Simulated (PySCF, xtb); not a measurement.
Si(H)2(OH)(OSiH3) (H6O2Si2), SMILES [SiH3]O[SiH2]O.

GFN2-xTB (xtb 6.7.1) at its own geometry gives an orbital gap of 6.04 eV and a dipole moment of 1.12 D.

The structure is a stationary point at PBE-D3(BJ)/def2-SVP. Other conformers were not sampled.

Question: What does HF/def2-TZVP run with PySCF give? (Estimate from the structure and the level; the computed values follow.)

Answer: gap 15.39 eV (levels -12.37 and 3.02 eV), dipole 0.98 D.
